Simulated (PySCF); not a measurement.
## Löwdin shares of the frontier orbitals

Compound: C5H6O2.
Bonds: O1–C2 (double), C2–C3, C3–C4 (double), C4–C5, C5–O6, O6–C7, C3–C7. Hydrogens: H8 on C2; H9 on C4; H10, H11 on C5; H12, H13 on C7.

Computed with PySCF 2.14.0, density-fitted response routines, TDDFT PBE0/def2-SVPD, vertical, gas phase, core orbitals frozen in the response. Geometry: GFN2-xTB, one conformer, isolated molecule. Torsions of this conformer, `[O:1]=[CH:2][C:3]1=[CH:4][CH2:5][O:6][CH2:7]1`: O1–C2–C3–C4 180°.

Frontier orbitals with the atoms that hold most of them (Löwdin shares over 4%, at most four atoms; ? is withheld):

```
orbital  ε (eV)                           atoms
 HOMO-3   -9.89   O6 55%, C7 10%, C5 10%, C4 9%
 HOMO-2   -8.74  O6 29%, C4 23%, C3 22%, O1 11%
 HOMO-1   -7.78                               ?
   HOMO       ?                               ?
   LUMO   -2.06  C4 25%, O1 24%, C2 23%, C3 14%
 LUMO+1    0.54   C4 20%, C5 16%, H9 11%, C2 9%
 LUMO+2    1.13  C3 26%, C2 19%, C4 12%, O1 11%
```

Q: Give the leading atoms of the HOMO.

A: O6 (bonded to 2 C) 35%; C7 (bonded to C, O and 2 H) 11%; C5 (bonded to C, O and 2 H) 10%; C3 (bonded to 3 C) 9%. By element: oxygen 35% or more, carbon 30% or more.

Q: Which atoms hold the HOMO-1, and with what shares?

A: O1 (bonded to C) 62%; C2 (bonded to C, O and H) 16%; H8 (bonded to C) 9%; C3 (bonded to 3 C) 8%. By element: oxygen 62% or more, carbon 24% or more, hydrogen 9% or more.

Q: What is the HOMO energy, and the HOMO–LUMO gap?

A: ε(HOMO) = -7.34 eV; the gap is 5.29 eV (0.1942 hartree).

Q: The HOMO–LUMO gap is 5.29 eV. Where does the response calculation put the lowest singlet, and from which orbitals?

A: S1 is at 3.69 eV (f = 0.0003), 1.60 eV below the gap, made of HOMO-1→LUMO (97%). Its leading pair isn't HOMO and LUMO; the energies of that pair differ by 5.72 eV. 

Q: One configuration dominates each of S1, S2, S3, S5 and S7. Which, and how do the shares of the two leading atoms of either orbital change from the occupied to the empty one?

A: 
- S1 (3.69 eV, f 0.0003), HOMO-1→LUMO (97%): O1 62% → 24%, C2 16% → 23%, C4 at most 5% → 25%
- S2 (4.32 eV, f 0.065), HOMO→LUMO (95%): O6 35% → at most 15%, C7 11% → at most 15%, C4 at most 10% → 25%, O1 at most 10% → 24%
- S3 (6.16 eV, f 0.311), HOMO-2→LUMO (90%): O6 29% → at most 15%, C4 23% → 25%, O1 11% → 24%
- S5 (6.69 eV, f 0.0066), HOMO→LUMO+1 (95%): O6 35% → at most 9%, C7 11% → at most 9%, C4 at most 10% → 20%, C5 10% → 16%
- S7 (7.34 eV, f 0.018), HOMO-1→LUMO+1 (81%): O1 62% → at most 9%, C2 16% → 9%, C4 at most 5% → 20%, C5 at most 5% → 16%

Löwdin shares depend on the basis, the more so with diffuse functions.

The run took 30 s on one thread of an x86-64 server, shared host.
